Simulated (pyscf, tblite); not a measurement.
•H₂C–SiH(CH₃)–Cl (SMILES [CH2][SiH](C)Cl) -> H₃C–Si•(CH₃)–Cl (SMILES C[Si](C)Cl): energy along the mass-weighted descent from the GFN2-xTB with spin polarisation saddle (tblite), relative to the relaxed reactant side.

| s (amu^1/2 bohr) | E (kcal/mol) |
|---|---|
| -3.69 | 0.2 |
| -3.60 | 0.2 |
| -3.50 | 0.3 |
| -3.41 | 0.3 |
| -3.30 | 0.4 |
| -3.18 | 0.4 |
| -3.05 | 0.5 |
| -2.90 | 0.6 |
| -1.92 | 4.9 |
| -0.600 | 30.4 |
| 0.840 | 20.2 |
| 2.16 | -7.1 |
| 2.93 | -10.1 |
| 3.16 | -10.3 |
| 3.33 | -10.4 |
| 3.46 | -10.5 |
| 3.61 | -10.6 |
| 3.74 | -10.7 |
| 3.86 | -10.8 |
| 3.97 | -10.8 |
| 4.07 | -10.9 |

**Question.** The GFN2-xTB with spin polarisation barrier from the reactant side is 40.5 kcal/mol. What does ωB97X-D3(BJ) (PySCF) give from its own reactant-side minimum, in def2-SVP and in def2-TZVP?

**Answer.** 41.4 kcal/mol in the double-zeta basis after reoptimising the saddle, and 40.1 kcal/mol in the triple-zeta single point, so the tight-binding barrier lies 0.4 kcal/mol over the latter. The imaginary mode goes from 1814i to 1839i cm⁻¹.
